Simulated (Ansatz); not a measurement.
The lowest singlet and triplet of H2P (SMILES [PH2+]); geometries from B3LYP-D3(BJ)/def2-TZVP, each state relaxed from the structure named, with no frequency check.
Singlet (charge 1, multiplicity 1):
```xyz
3

P     -0.0004     0.1168     0.0000
H     -1.0230    -0.8794     0.0000
H      1.0292    -0.8722     0.0000
```
Triplet (charge 1, multiplicity 3):
```xyz
3

P      0.000     0.081     0.000
H     -1.236    -0.612     0.000
H      1.239    -0.605     0.000
```

A positive gap puts the triplet lower; no zero-point energy. R- takes a restricted singlet. U- takes an unrestricted singlet (broken symmetry where lower, unprojected). The triplet is unrestricted in single-reference levels.

Correlated levels freeze the cores.

The values were computed with Ansatz (a first-principles code). Values without a source in brackets are computed.

**Question.** One of these levels gives -0.400 eV for the gap E(singlet) − E(triplet), adiabatic. Name it.
(A) R-B2PLYP/def2-TZVPP
(B) U-MP2/cc-pV(T+d)Z (spin-contaminated)
(C) R-HF/cc-pV(T+d)Z

**Answer.** B, U-MP2/cc-pV(T+d)Z (spin-contaminated). The others give -0.027 (R-HF/cc-pV(T+d)Z), -0.700 (R-B2PLYP/def2-TZVPP)

Doubts at one or more of the structures used: a restricted determinant that unrestricted orbitals would lower (R-HF/cc-pV(T+d)Z, R-B2PLYP/def2-TZVPP).
